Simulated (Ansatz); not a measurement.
`OC(Cl)[SiH2]S`, relaxed with RKS PBE-D4/def2-SVP in Ansatz from a rough embedded geometry. The force threshold is 0.03 eV/Å; the program also tests the step.

Total charge 0; spin multiplicity 1.

Start:

```xyz
10

O    -1.927   -0.241   -0.196
C    -0.818    0.087    0.598
Cl   -0.653    1.844    0.473
Si    0.832   -0.596    0.266
S     1.487   -0.250   -1.764
H    -1.951    0.423   -0.950
H    -1.134   -0.116    1.628
H     1.888   -0.067    1.154
H     0.796   -2.152    0.434
H     1.480    1.070   -1.643
```

Q: How much energy does the relaxation release, and in how many steps? (Estimate.)

A: The calculation gave: 15.31 kcal/mol, in 11 steps, 1 of them rejected.

Q: Which bonds change most? (An estimate is asked.)

A: The calculation gave: C2–Cl3 from 1.769 to 1.905 Å; C2–Si4 from 1.817 to 1.924 Å; Si4–H9 from 1.566 to 1.502 Å; S5–H10 from 1.325 to 1.369 Å.

Q: Give the relaxed structure. (Best estimate.)

A: Ansatz gave: 
```xyz
10

O    -1.796   -0.089   -0.305
C    -0.854    0.193    0.643
Cl   -0.386    2.040    0.675
Si    0.836   -0.660    0.297
S     1.121   -0.204   -1.802
H    -1.323   -0.131   -1.174
H    -1.289    0.032    1.649
H     1.926   -0.163    1.197
H     0.722   -2.157    0.359
H     1.042    1.138   -1.540
```
